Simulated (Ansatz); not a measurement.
Stretching the Si2–H4 bond in Cl2H2Si (SMILES Cl[SiH2]Cl) (multiplicity 1 held, fragments rigid). Energies count from the point at 1.470 Å.
Geometry at that point (charge 0, multiplicity 1):
```
atom    x (Å)    y (Å)    z (Å)
----  -------  -------  -------
Cl    -1.6761   0.4337  -0.0037
Si    -0.0115  -0.7660   0.0237
Cl     1.6883   0.3828  -0.0216
H     -0.0165  -1.5412   1.2727
H     -0.0307  -1.6168  -1.1749
```

Restricted levels (R-, RO-) in cc, def2 and unpolarised 6-31G sets keep to the state of the molecule at rest. U- levels take the lowest unrestricted solution at each point, which mixes spins at long bonds. Levels need not reach the same state.

Run with Ansatz (Gaussian basis) for Hartree–Fock, density functionals and correlated methods. Values without a source in brackets are computed.

Question: One of these levels gives 3.938 eV for the energy at R = 4.704 Å. Which one is it?
A) U-r2SCAN/cc-pV(T+d)Z
B) R-B3LYP/cc-pV(T+d)Z
C) U-HF/cc-pV(T+d)Z
D) R-PBE/cc-pV(T+d)Z

Answer: A, U-r2SCAN/cc-pV(T+d)Z. The others give 3.337 (U-HF/cc-pV(T+d)Z), 5.074 (R-PBE/cc-pV(T+d)Z), 5.627 (R-B3LYP/cc-pV(T+d)Z)

Doubts at one or more of the structures used: a spin-contaminated determinant (U-HF/cc-pV(T+d)Z, U-r2SCAN/cc-pV(T+d)Z); a restricted determinant that unrestricted orbitals would lower (R-PBE/cc-pV(T+d)Z, R-B3LYP/cc-pV(T+d)Z).

Ansatz is a quantum-chemistry and plane-wave program.
